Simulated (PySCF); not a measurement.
**Assignment exercise: H₉NO₂Si₃**

Structure with atom numbers: `[NH2:1][Si@@H:2]([O:3][SiH3:4])[SiH2:5][OH:6]` (H(Xn): hydrogen on atom n). Ha(Si5) is pro-R; Hb(Si5) is pro-S.

PySCF 2.14 calculation with coordinates at the GFN2-xTB level and shielding tensors at PBE0/pcSseg-1 (GIAO); in vacuum, rapidly exchanging positions averaged, a single conformation, relativity neglected.

References, each an isolated molecule treated in the same way: TMS for 1H.

Assign these signals to the numbered atoms. 1H NMR (400 MHz, computed): δ 5.86 (m, 1H), 5.59 (m, 1H), 5.17 (m, 1H), 5.14 (s, 3H), 0.32 (br s, 2H), -0.04 (br s, 1H).

Results:


```tsv
δ (ppm)	atoms	environment	reason
5.86	H(Si2)	hydrogen on a silicon bonded to N, O, Si	–
5.59	Ha(Si5)	hydrogen on a silicon bonded to O, Si	–
5.17	Hb(Si5)	hydrogen on a silicon bonded to O, Si	–
5.14	H(Si4)	hydrogen on a silicon bonded to O	–
0.32	H(N1)	hydrogen on a nitrogen bonded to Si	exchangeable, gas-phase position
-0.04	H(O6)	hydrogen on an oxygen bonded to Si	exchangeable, gas-phase position
```

Hb(Si5) and H(Si4) lie closer than the usual error of such a calculation, so a measured spectrum could show them in the other order.

The OH or NH signal is concentration- and solvent-dependent in practice; the value given is the gas-phase one. Multiplicities follow the n + 1 count of equivalent neighbours, as no J values were calculated; m marks all less simple cases, F and P coupling included.
